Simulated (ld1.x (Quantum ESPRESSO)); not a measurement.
## An all-electron radial function and its pseudo partner (Co (Z = 27))

Columns: radius, all-electron u(r) and pseudo u(r) of the 3p shell (level -65.51 eV) of cobalt in the configuration [Ne] 3s2 3p6 3d7 4s2 4p0; LDA (PZ), scalar-relativistic, ultrasoft scheme, ld1.x (Quantum ESPRESSO) 7.5.

```
r (bohr)  all-electron   pseudo
   0.072        0.4374  -0.0239
   0.145        0.6231  -0.0944
   0.217        0.3838  -0.2028
   0.290       -0.0363  -0.3411
   0.362       -0.4489  -0.4924
   0.435       -0.7829  -0.6466
   0.507       -1.0077  -0.7859
   0.580       -1.1376  -0.9025
   0.652       -1.1880  -0.9848
   0.725       -1.1816  -1.0309
   0.798       -1.1359  -1.0390
   0.870       -1.0670  -1.0134
   0.942       -0.9851  -0.9610
   1.015       -0.8962  -0.8886
   1.088       -0.8069  -0.8060
   1.160       -0.7217  -0.7221
   1.232       -0.6414  -0.6415
   1.305       -0.5660  -0.5660
   1.378       -0.4974  -0.4974
   1.450       -0.4363  -0.4363
   1.522       -0.3816  -0.3816
   1.595       -0.3322  -0.3322
   1.668       -0.2887  -0.2887
   1.740       -0.2508  -0.2508
   1.812       -0.2177  -0.2177
   1.885       -0.1882  -0.1882
```

**Question.** How many radial nodes do the two functions have?

**Answer.** The all-electron 3p function has n − l − 1 = 1; the pseudo-wave has 0, since the states of the same l below it are removed with the core.

**Question.** At about which radius was the pseudo-wave matched?

**Answer.** 1.30 bohr. The columns agree to 0.0005 from 1.16 bohr on; several derivatives are matched, so the curves merge somewhat inside the radius.

**Question.** Is the pseudo-wave norm-conserving?

**Answer.** No, it belongs to an ultrasoft set: the norm inside the radius is not constrained, and the difference is carried by the augmentation charge.
